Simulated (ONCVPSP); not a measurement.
**Building the ONCV potential for Li (PBEsol, scalar-relativistic).**

ONCVPSP 4.0.1 was run on this input:

```
# ATOM AND REFERENCE CONFIGURATION
# atsym  z   nc   nv     iexc    psfile
  Li 3.00    1    1  -116133      upf
#
#   n    l    f
    1    0    2.00
    2    0    1.00
#
# PSEUDOPOTENTIAL AND OPTIMIZATION
# lmax
    1
#
#   l,   rc,      ep,       ncon, nbas, qcut
    0    2.55    0.00    4    9    2.10
    1    2.10    0.21    3    6    3.70
#
# LOCAL POTENTIAL
# lloc, lpopt,  rc(5),   dvloc0
    4    5    1.30    0.00
#
# VANDERBILT-KLEINMAN-BYLANDER PROJECTORs
# l, nproj, debl
    0    1    0.80
    1    2    3.40
#
# MODEL CORE CHARGE
# icmod, fcfact, rcfact
    3    5.50    1.50
#
# LOG DERIVATIVE ANALYSIS
# epsh1, epsh2, depsh
   -2.00    5.00    0.02
#
# OUTPUT GRID
# rlmax, drl
    6.00    0.01
#
# TEST CONFIGURATIONS
# ncnf
    2
# nvcnf
#   n    l    f
    1
    2    0    0.50
#
    2
    2    0    0.00
    2    1    1.00
#
```

Command:

```bash
oncvpsp.x < Li.dat > Li.out
```

Output (shortened: citation, most of the input echo, consistency checks and plot data are left out):

```
ONCVPSP  (Optimized Norm-Conservinng Vanderbilt PSeudopotential)
scalar-relativistic version 4.0.1

#   n    l    f        energy (Ha)
    1    0    2.00    -1.8879180E+00
    2    0    1.00    -1.0370434E-01

Reference configufation results
  iterations    20
  all-electron total energy (Ha)   -7.38781492D+00

Begin loop to  construct optimized pseudo wave functions
and semi-local pseudopoentials for all angular momenta

Calculating optimized projector #   1

 for l=   0

    Fraction of norm inside rc  0.207718
    Optimizing pswf for qcut=   2.11 a_B^-1,  ecut=   2.22 Ha
    Residual kinetic energy error=  5.73D-04 Ha

    Energy error per electron        Cutoff
         Ha          eV             Ha
         0.01000     0.27211        0.34
         0.00100     0.02721        1.88
         0.00010     0.00272        8.23
         0.00001     0.00027       32.97

   Wellstate for l =  1  n =  3
     eigenvalue =   0.2100
     asymptotic potential =   0.7100
     half-point radius =  9.9038

   Wellstate for l =  1  n =  5
     eigenvalue =   3.6100
     asymptotic potential =   4.1100
     half-point radius =  3.9181

Calculating optimized projector #   1

 for l=   1

    Fraction of norm inside rc  0.154402
    Optimizing pswf for qcut=   3.70 a_B^-1,  ecut=   6.85 Ha
    Residual kinetic energy error=  1.46D-04 Ha

    Energy error per electron        Cutoff
         Ha          eV             Ha
         0.01000     0.27211        2.23
         0.00100     0.02721        4.80
         0.00010     0.00272        7.63
         0.00001     0.00027       24.75

Calculating optimized projector #   2

 for l=   1

    Fraction of norm inside rc  0.183311
    Optimizing pswf for qcut=   3.70 a_B^-1,  ecut=   6.85 Ha
    Residual kinetic energy error=  4.24D-02 Ha

    Energy error per electron        Cutoff
         Ha          eV             Ha
         0.01000     0.27211        8.29
         0.00100     0.02721       29.90
         0.00010     0.00272       42.71
         0.00001     0.00027       81.69

Construct Vanderbilt / Kleinmman-Bylander projectors

B matrix Hermiticity error, ll=   1
   1   2    4.5417E-06

  Orthonormal projector coefficients -1.7844E+00 -5.5026E-01

Model core correction analysis
  based on d2Exc/dn_idn_j

d2excae - all-electron derivatives

   -5.154839D-02

d2excps - pseudofunction derivatives with no core correction

   -5.358334D-02

rms 2nd derivative error    2.034952E-03

rmatch, rhocmatch    1.6378    0.0365

Teter function model core charge with specified parameters

d2excps - pseudofunction derivatives with core correction

   -5.070439D-02

rms 2nd derivative error    8.439930E-04

Pseudoatom total energy   -0.190243

Diagnostic tests using Vanderbilt-Kleinman-Bylander pseudopotentials
  1 or more projectors used as specified by nproj input data

   l    rcore       rmatch      e in        delta e   norm test  slope test

   0   2.5651280   2.6430109  -0.1037043  -0.0000001   1.0000005   0.9999985

   1   2.1055991   2.1695296   0.2100000  -0.0000452   0.9999750   0.9999750
   1   2.1055991   2.1695296   3.6100000  -0.0001626   0.9999872   0.9999872

 Testing for bound ghosts
   n   l    E NL Schr. Eq   E Basis Diag.   E Cutoff

   1   0       -0.103704       -0.092728     39.52

   2   1       -0.038794        0.015478     34.51

 Testing for highly-localized positive-energy ghosts
       l    <radius>/rc     E Basis Diag.   E Cutoff

Test configuration 0

   n   l     f        eae           eps        diff
   1   0  2.0000   -1.88791799
   2   0  1.0000   -0.10370434   -0.10370440   -5.89D-08

    Total energies and differences
      AE_ref= -7.38781492D+00  AE_tst= -7.38781492D+00  dif=  0.00D+00
      PS_ref= -1.90243400D-01  PS_tst= -1.90243400D-01  dif=  0.00D+00
      PSP excitation error=  0.00D+00

Test configuration 1

   n   l     f        eae           eps        diff
   1   0  2.0000   -2.03020864
   2   0  0.5000   -0.19286282   -0.19243120    4.32D-04

    Total energies and differences
      AE_ref= -7.38781492D+00  AE_tst= -7.31383449D+00  dif=  7.40D-02
      PS_ref= -1.90243400D-01  PS_tst= -1.16320468D-01  dif=  7.39D-02
      PSP excitation error=  5.75D-05

Test configuration 2

   n   l     f        eae           eps        diff
   1   0  2.0000   -1.94492385
   2   1  1.0000   -0.05651817   -0.05649344    2.47D-05

    Total energies and differences
      AE_ref= -7.38781492D+00  AE_tst= -7.32309430D+00  dif=  6.47D-02
      PS_ref= -1.90243400D-01  PS_tst= -1.25507780D-01  dif=  6.47D-02
      PSP excitation error= -1.50D-05
```

The run took about 1.8 s on one core of a shared server CPU.
